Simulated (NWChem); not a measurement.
System: C2H2F3O2 cation; SMILES [OH2+]C(C(F)(F)F)=O

Input file for NWChem:

```
start job
memory heap 200 mb stack 900 mb global 1100 mb
charge 1
geometry units angstroms noautosym nocenter noautoz
  O     -1.321265    -1.468649    -0.012189
  C     -0.362990    -0.835177    -0.024237
  O      0.997099    -1.599727     0.015900
  C     -0.034060     0.685093     0.002509
  F      0.028372     1.062744     1.252121
  F      1.148675     0.849496    -0.582461
  F     -0.964009     1.315629    -0.646453
  H      0.956212    -2.575928    -0.077092
  H      1.817195    -1.183932    -0.327344
end
basis spherical
  O library def2-svp
  C library def2-svp
  F library def2-svp
  H library def2-svp
end
dft
  xc pbe0
  iterations 150
end
cosmo
  do_cosmo_smd true
  solvent toluene
end
task dft energy
```

Excerpt of the output:

```
             Northwest Computational Chemistry Package (NWChem) 7.3.0
             --------------------------------------------------------

                             Geometry "geometry" -> ""
                             -------------------------

 Output coordinates in angstroms (scale by  1.889725989 to convert to a.u.)

  No.       Tag          Charge          X              Y              Z
 ---- ---------------- ---------- -------------- -------------- --------------
    1 O                    8.0000    -1.32126500    -1.46864900    -0.01218900
    2 C                    6.0000    -0.36299000    -0.83517700    -0.02423700
    3 O                    8.0000     0.99709900    -1.59972700     0.01590000
    4 C                    6.0000    -0.03406000     0.68509300     0.00250900
    5 F                    9.0000     0.02837200     1.06274400     1.25212100
    6 F                    9.0000     1.14867500     0.84949600    -0.58246100
    7 F                    9.0000    -0.96400900     1.31562900    -0.64645300
    8 H                    1.0000     0.95621200    -2.57592800    -0.07709200
    9 H                    1.0000     1.81719500    -1.18393200    -0.32734400

 Effective nuclear repulsion energy (a.u.)     347.3647806709

                                 NWChem DFT Module
                                 -----------------

 Summary of "ao basis" -> "ao basis" (spherical)
 ------------------------------------------------------------------------------
       Tag                 Description            Shells   Functions and Types
 ---------------- ------------------------------  ------  ---------------------
 O                          def2-svp                 6       14   3s2p1d
 C                          def2-svp                 6       14   3s2p1d
 F                          def2-svp                 6       14   3s2p1d
 H                          def2-svp                 3        5   2s1p

 in cosmo_initialize ...
 calling solv_data for solv:toluene

 solvent parameters
 solvname_short: toluene
 solvname_long:  toluene
 dielec:        2.3741
 dielecinf:     2.2383
 nonaqueous SMD model solvent descriptors
 dielec:        2.3741
 sola:          0.0000
 solb:          0.1400
 solc:          0.8570
 solg:         40.2000
 solh:          0.0000
 soln:          1.4961

          ---------------
          -cosmo- solvent
          ---------------
 Cosmo: York-Karplus, doi: 10.1021/jp992097l
 dielectric constant -eps-     =   2.37
 screen = (eps-1)/(eps    )    =   0.57879
 surface charge correction     = lagrangian

   van der Waals surface
 --------------------------

 ---------- ATOMIC COORDINATES (A.U.) ------------ VDWR(ANG.) --
     1   -2.49682881   -2.77534418   -0.02303387     2.294
     2   -0.68595164   -1.57825568   -0.04580129     1.850
     3    1.88424389   -3.02304569    0.03004664     2.294
     4   -0.06436407    1.29463805    0.00474132     1.850
     5    0.05361531    2.00829496    2.36616559     1.730
     6    2.17068100    1.60531467   -1.10069169     1.730
     7   -1.82171286    2.48617831   -1.22161903     1.730
     8    1.80697867   -4.86779809   -0.14568276     1.200
     9    3.43400062   -2.23730707   -0.61859046     1.200
 number of segments per atom =        128
 number of   points per atom =        128
 atom (   nspa,  nppa )
 ----------------------
    1 (     85,     0 )       0
    2 (      4,     0 )       0
    3 (     83,     0 )       0
    4 (      7,     0 )       0
    5 (     74,     0 )       0
    6 (     66,     0 )       0
    7 (     71,     0 )       0
    8 (      4,     0 )       0
    9 (      2,     0 )       0
 number of -cosmo- surface points =      396
 molecular surface =    140.261 angstrom**2
 molecular volume  =    126.935 angstrom**3
 -lineq- algorithm             =   0
 -bem- low  level              =   3
 -bem- from -octahedral-
 gaussian surface charge width =   4.50000
 degree of switching           =   1.00000
 switching function tolerance  =   0.00010
 atomic radii =
 --------------
    1  8.000  2.294
    2  6.000  1.850
    3  8.000  2.294
    4  6.000  1.850
    5  9.000  1.730
    6  9.000  1.730
    7  9.000  1.730
    8  1.000  1.200
    9  1.000  1.200
 ...... end of -cosmo- initialization ......

[...]

                                COSMO-SMD solvation results
                                ---------------------------

             internal energy in gas <Psi(g)|H|Psi(g)> =      -526.127749894683
         internal energy in solvent <Psi(s)|H|Psi(s)> =      -526.127133751257
                               delta internal energy  =         0.000616143426 (    0.39 kcal/mol)
   total free energy in solvent <Psi(s)|H+V/2|Psi(s)> =      -526.188665727324
 polarization energy contribution <Psi(s)|V/2|Psi(s)> =        -0.061531976067 (  -38.61 kcal/mol)
    total free energy in solvent including G(SMD-CDS) =      -526.189044234697
                       G(SMD-CDS) energy contribution =        -0.000378507373 (   -0.24 kcal/mol)
     1 M fixed-concentration free energy of solvation =        -0.061294340014 (  -38.46 kcal/mol)

                       DFT Final Molecular Orbital Analysis
                       ------------------------------------

 Vector   26  Occ=2.000000D+00  E=-5.690022D-01
              MO Center= -1.7D-01, -7.6D-01,  2.3D-01, r^2= 3.1D+00
   Bfn.  Coefficient  Atom+Function         Bfn.  Coefficient  Atom+Function
  ----- ------------  ---------------      ----- ------------  ---------------
     6      0.376572  1 O  pz                34     -0.372040  3 O  pz
    61     -0.272766  5 F  py                37     -0.266123  3 O  pz
     9      0.236045  1 O  pz                20      0.202213  2 C  pz
    64      0.179898  5 F  py                62      0.115719  5 F  pz
    89      0.112066  7 F  py                90      0.107717  7 F  pz

 Vector   27  Occ=2.000000D+00  E=-5.549335D-01
              MO Center=  2.1D-02,  1.1D+00,  6.9D-02, r^2= 2.0D+00
   Bfn.  Coefficient  Atom+Function         Bfn.  Coefficient  Atom+Function
  ----- ------------  ---------------      ----- ------------  ---------------
    60      0.419391  5 F  px                90      0.363263  7 F  pz
    76     -0.346532  6 F  pz                63     -0.277719  5 F  px
    93     -0.238256  7 F  pz                79      0.231048  6 F  pz
    88     -0.198572  7 F  px                74     -0.170163  6 F  px
    91      0.131324  7 F  px                77      0.113941  6 F  px

 Vector   28  Occ=2.000000D+00  E=-5.025345D-01
              MO Center= -4.7D-01, -7.6D-01,  1.6D-02, r^2= 2.7D+00
   Bfn.  Coefficient  Atom+Function         Bfn.  Coefficient  Atom+Function
  ----- ------------  ---------------      ----- ------------  ---------------
     5      0.422169  1 O  py                 8      0.270507  1 O  py
    32     -0.235869  3 O  px                 4     -0.221791  1 O  px
    61      0.206116  5 F  py                31      0.201946  3 O  s
    47      0.200375  4 C  py                16     -0.196841  2 C  s
    75      0.180465  6 F  py                35     -0.172640  3 O  px

 Vector   29  Occ=0.000000D+00  E=-1.874142D-01
              MO Center= -5.5D-01, -8.9D-01, -3.5D-02, r^2= 1.6D+00
   Bfn.  Coefficient  Atom+Function         Bfn.  Coefficient  Atom+Function
  ----- ------------  ---------------      ----- ------------  ---------------
    20      0.571596  2 C  pz                23      0.448539  2 C  pz
     6     -0.430685  1 O  pz                 9     -0.421978  1 O  pz
    51      0.162102  4 C  pz                34     -0.148872  3 O  pz
    59     -0.133161  5 F  s                 61     -0.126073  5 F  py
    37     -0.121179  3 O  pz                48      0.098148  4 C  pz

 Vector   30  Occ=0.000000D+00  E=-1.096723D-01
              MO Center=  6.8D-01, -1.3D+00, -1.3D-01, r^2= 3.2D+00
   Bfn.  Coefficient  Atom+Function         Bfn.  Coefficient  Atom+Function
  ----- ------------  ---------------      ----- ------------  ---------------
    31      0.859832  3 O  s                 17     -0.723327  2 C  s
   105     -0.497540  9 H  s                100     -0.437975  8 H  s
    45      0.375689  4 C  s                 18     -0.342711  2 C  px
    30      0.328854  3 O  s                 50     -0.261904  4 C  py
    16     -0.238112  2 C  s                 21     -0.235145  2 C  px

 Vector   31  Occ=0.000000D+00  E=-3.552163D-02
              MO Center=  6.8D-01, -1.6D+00, -1.0D-01, r^2= 3.2D+00
   Bfn.  Coefficient  Atom+Function         Bfn.  Coefficient  Atom+Function
  ----- ------------  ---------------      ----- ------------  ---------------
    17      0.812303  2 C  s                100     -0.758487  8 H  s
    45     -0.665821  4 C  s                 21      0.609190  2 C  px
   105     -0.452234  9 H  s                 35      0.410522  3 O  px
    36     -0.380479  3 O  py                18      0.361274  2 C  px
    32      0.319107  3 O  px                16      0.283122  2 C  s

     Multipole analysis of the density
     ---------------------------------

     L   x y z        total         alpha         beta         nuclear
     -   - - -        -----         -----         ----         -------
     0   0 0 0      1.000000    -28.000000    -28.000000     57.000000

     1   1 0 0      1.678770      1.108557      1.108557     -0.538343
     1   0 1 0     -2.442155     -1.073158     -1.073158     -0.295838
     1   0 0 1     -0.378596      0.090620      0.090620     -0.559837

     2   2 0 0    -21.353917    -94.918016    -94.918016    168.482115
     2   1 1 0     -6.306674      1.370278      1.370278     -9.047231
     2   1 0 1     -1.200157      0.210089      0.210089     -1.620336
     2   0 2 0    -15.123211   -159.339553   -159.339553    303.555895
     2   0 1 1      1.077492     -0.400747     -0.400747      1.878987
     2   0 0 2    -25.730205    -50.440902    -50.440902     75.151600
```

Level: PBE0/def2-SVP, SMD on the gas-phase geometry. Geometry: optimised at PBE0/def2-SVP. Solvent: toluene.
